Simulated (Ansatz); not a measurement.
`CN[SiH2]S` + H₂O → `O[SiH2]S` + CH₃NH₂  (formal hydrolysis of the Si–N bond)

Isolated molecules relaxed with PBE0-D4/def2-TZVP in Ansatz; ΔE leaves out vibrations. CBS: MP2 limit from def2 TZ/QZ plus the TZ coupled-cluster correction, frozen cores. This one scheme is used for every species. DFT in def2-TZVPP. B3LYP here is the variant with VWN-RPA as its local correlation; programs differ in this. Each species was taken in one conformer, which may not be the lowest.

`CN[SiH2]S`:

```xyz
11

C     1.048   -0.998    1.060
N     0.142    0.063    0.681
Si   -0.441    0.347   -0.895
S    -2.364    1.261   -0.682
H     2.095   -0.675    1.112
H     0.775   -1.421    2.032
H     0.990   -1.805    0.327
H     0.056    0.801    1.362
H    -0.480   -0.985   -1.554
H     0.342    1.270   -1.768
H    -2.163    2.142   -1.675
```

H₂O:

Z-matrix (Å, degrees):
```
O
H 1 0.960
H 1 0.960 2 105.1
```

`O[SiH2]S`:

```xyz
7

O    -0.867   -0.791   -0.939
Si    0.335    0.180   -0.383
S     0.457    0.246    1.745
H    -0.905   -1.684   -0.593
H     1.684   -0.298   -0.779
H     0.033    1.509   -0.954
H    -0.739    0.838    1.903
```

CH₃NH₂:

Cartesian coordinates in Å:
```
C 0.157 0.102 0.537
N 0.045 -0.309 -0.852
H -0.701 0.665 0.932
H 1.047 0.722 0.660
H 0.294 -0.781 1.166
H -0.072 0.495 -1.455
H -0.770 -0.895 -0.987
```

```json
{"level": "LDA (SPW92)", "ΔE (kcal/mol)": "-9.6", "difference from CCSD(T)/CBS": "0.4"}
{"level": "PBE-D4", "ΔE (kcal/mol)": "-10.0", "difference from CCSD(T)/CBS": "0.0"}
{"level": "r2SCANh-D4", "ΔE (kcal/mol)": "-11.2", "difference from CCSD(T)/CBS": "-1.2"}
{"level": "r2SCAN0-D4", "ΔE (kcal/mol)": "-11.0", "difference from CCSD(T)/CBS": "-1.0"}
{"level": "ωB97M-V", "ΔE (kcal/mol)": "-10.9", "difference from CCSD(T)/CBS": "-0.9"}
{"level": "PBE-QIDH", "ΔE (kcal/mol)": "-10.6", "difference from CCSD(T)/CBS": "-0.6"}
{"level": "revPBE", "ΔE (kcal/mol)": "-11.7", "difference from CCSD(T)/CBS": "-1.7"}
{"level": "BLYP", "ΔE (kcal/mol)": "-12.8", "difference from CCSD(T)/CBS": "-2.8"}
{"level": "r2SCAN", "ΔE (kcal/mol)": "-11.7", "difference from CCSD(T)/CBS": "-1.7"}
{"level": "PBE0", "ΔE (kcal/mol)": "-10.9", "difference from CCSD(T)/CBS": "-0.9"}
{"level": "B3LYP", "ΔE (kcal/mol)": "-12.4", "difference from CCSD(T)/CBS": "-2.4"}
{"level": "CAM-B3LYP", "ΔE (kcal/mol)": "-12.3", "difference from CCSD(T)/CBS": "-2.3"}
{"level": "RPA@PBE/def2-TZVPP", "ΔE (kcal/mol)": "-10.8", "difference from CCSD(T)/CBS": "-0.8"}
{"level": "HF/def2-SVP", "ΔE (kcal/mol)": "-11.8", "difference from CCSD(T)/CBS": "-1.8"}
{"level": "MP2/def2-TZVPP", "ΔE (kcal/mol)": "-10.3", "difference from CCSD(T)/CBS": "-0.3"}
{"level": "HF/def2-QZVPP", "ΔE (kcal/mol)": "-13.5", "difference from CCSD(T)/CBS": "-3.5"}
{"level": "CCSD(T)/CBS", "ΔE (kcal/mol)": "-10.0", "difference from CCSD(T)/CBS": "0"}
```

What do rigid-rotor, harmonic-oscillator terms from PBE0-D4/def2-TZVP frequencies (298.15 K, 1 bar) make of the CCSD(T)/CBS value? (Best estimate.)

Ansatz gave: ΔZPE = +1.4 kcal/mol, ΔH = -9.4 kcal/mol, ΔS = 6 J/(mol·K), ΔG = -9.8 kcal/mol.

Largest T1 diagnostic among the species: 0.011.

The D4 term adds +1.7 kcal/mol with B3LYP and +1.0 kcal/mol with PBE0; it sums over pairs of atoms, weighted by their polarisabilities, and B3LYP, whose exchange is more repulsive, gets the larger term. Leaving LDA and LC-ωPBE aside and taking each functional with its dispersion term where it has one, the values, not all of them listed here, spread over 2.5 kcal/mol, from B2PLYP to revPBE-D4. LDA lies +1.5 kcal/mol from PBE without D4.

CCSD(T)/CBS has its own doubt, a few kJ/mol and more with outer-core shells, so smaller differences from it don't rank the levels.
